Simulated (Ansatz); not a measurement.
`F[SiH2][GeH3]` → H• + `F[SiH][GeH3]`• at 600 K and 1 bar (homolysis of the H–Si bond).

Program: Ansatz. Geometries: PBE0-D4/def2-TZVP. ΔE: electronic, gas phase. CCSD(T)/CBS adds triple-zeta CCSD(T) − MP2 to the extrapolated MP2 energy (def2 sets, frozen cores). This one scheme is used for every species, atoms too. No spin–orbit coupling; open shells (•) take unrestricted orbitals. Bonds to Ge are less sure, by a few kJ/mol each and by 10 to 20 or more in all where they break to atoms, as the def2 sets lack core-valence functions. Scalar relativity is left out up to krypton.

```
        species  CCSD(T)/CBS energy (Eh)  H − E (kJ/mol)  S (J/(mol·K))
`F[SiH2][GeH3]`              -2468.03899           164.2          400.7
             H•                 -0.50000            12.5          129.3
`F[SiH][GeH3]`•              -2467.38490           136.9          398.2
```

H − E and S are ideal-gas, rigid-rotor, harmonic terms from PBE0-D4/def2-TZVP, for one conformer and one mirror image of each species, with the whole ground term of open shells counted as degenerate. 1 Eh = 2625.50 kJ/mol, R = 8.31446 J/(mol·K).

**Question.** By hand: ΔE, ΔH, ΔS and ΔG.

**Answer.** ΔE = (-0.50000) + (-2467.38490) − (-2468.03899) = 0.15409 Eh = 404.6 kJ/mol. Δ(H − E) = 12.5 + 136.9 − 164.2 = -14.8, so ΔH = 389.8 kJ/mol. ΔS = 129.3 + 398.2 − 400.7 = 126.8 J/(mol·K). ΔG = 389.8 − 600 × (126.8)/1000 = 313.7 kJ/mol.

**Question.** By hand: the equilibrium constant, and the temperature at which ΔG would vanish if ΔH and ΔS stayed fixed.

**Answer.** log₁₀ K = −ΔG/(RT ln 10) = -27.3. ΔG = 0 at ΔH/ΔS = 3074 K, far beyond where these terms or the molecules hold.

The number of gas molecules changes by +1, which sets the sign of ΔS. A doubt of 5 kJ/mol in ΔE shifts log₁₀ K by 0.4 here. Other conformers and mirror images would add mixing entropy, several J/(mol·K) or more a flexible species. These are equilibria of isolated gas molecules and say nothing of rates. Largest T1 diagnostic: 0.014 (customary marks: 0.02 for closed shells, 0.045 for open ones).
